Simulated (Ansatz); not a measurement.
Reaction (silylene formation by 1,1-elimination): `OB(O)[SiH2]F` → `OBO` + `F[SiH]`

Isolated molecules relaxed with PBE0-D4/def2-TZVP in Ansatz; ΔE leaves out vibrations. CBS: MP2 limit from def2 TZ/QZ plus the TZ coupled-cluster correction, frozen cores. This one scheme is used for every species. Functionals use def2-TZVPP. One conformer a species, not always the lowest.

`OB(O)[SiH2]F`:

Z-matrix (Å, degrees):
```
Si
F 1 1.605
B 1 2.036 2 111.2
H 1 1.488 2 107.7 3 -123.0
H 1 1.492 2 107.4 3 121.4
O 3 1.354 1 118.4 2 -40.2
O 3 1.366 1 123.3 2 141.2
H 6 0.964 3 112.7 1 -179.7
H 7 0.959 3 114.7 1 -4.0
```

`OBO`:

Cartesian coordinates in Å:
```
O -0.788 0.492 0.576
B 0.227 0.107 -0.249
O 0.653 -1.177 -0.221
H -1.019 1.418 0.484
H 0.762 0.869 -1.004
H 0.165 -1.710 0.414
```

`F[SiH]`:

```xyz
3

F     0.437   -1.066   -0.461
Si    0.245    0.084    0.652
H    -0.682    0.982   -0.191
```

CCSD(T)/CBS gives +169.9 kJ/mol.

Question: Another level gave +162.5 kJ/mol. Which?
A. MP2/def2-TZVPP
B. SCS-MP2/def2-TZVPP
C. CCSD/def2-TZVPP
D. r2SCAN-D4/def2-TZVPP

Answer: C. CCSD/def2-TZVPP 162.5, MP2/def2-TZVPP 177.1, r2SCAN-D4 190.5, SCS-MP2/def2-TZVPP 167.9 kJ/mol.

Largest T1 diagnostic among the species: 0.015.

In def2-TZVPP, CCSD(T) changes the Hartree–Fock value by +10.5 kJ/mol (the triples alone add +3.0 kJ/mol) and MP2 by +22.1 kJ/mol. The D4 term adds +11.5 kJ/mol with B3LYP and +6.3 kJ/mol with PBE0; it sums over pairs of atoms, weighted by their polarisabilities, and B3LYP, whose exchange is more repulsive, gets the larger term. From PBE to PBE0 (25 % exact exchange), in def2-TZVPP and without D4, ΔE moves by +9.9 kJ/mol.

B3LYP here is the variant with VWN-RPA as its local correlation; programs differ in this.
